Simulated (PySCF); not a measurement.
How methods differ on the ionisation energy of Pt²⁺

Pt²⁺ [Xe] 4f14 5d8 (3F) → Pt³⁺ [Xe] 4f14 5d7 (4F), as a difference of total energies. Computed with PySCF 2.14 in x2c-TZVPPall (11s7p7d3f1g, 97 functions), with the spin-free X2C one-electron Hamiltonian (Gaussian nucleus). Correlated levels: valence: [Xe] 4f14 frozen. The calculations carry no spin-orbit coupling.

```tsv
method	ionisation energy (eV)
UHF	29.160
MP2 (valence)	30.630
SCS-MP2 (valence)	30.649
CCSD (valence)	30.522
CCSD(T) (valence)	30.590
```

Question: How much does correlation contribute at CCSD(T) (valence)?

Answer: 30.590 − (29.160) = 1.430 eV, measured against UHF.

A first-order spin-orbit estimate (lowest level to lowest level, LS coupling) adds -0.075 eV.

Errors of the correlated levels include the incompleteness of this basis and the frozen core.

For comparison: 29 ± 1.6 eV (theoretical estimate listed by NIST; NIST Atomic Spectra Database, ionization energies).
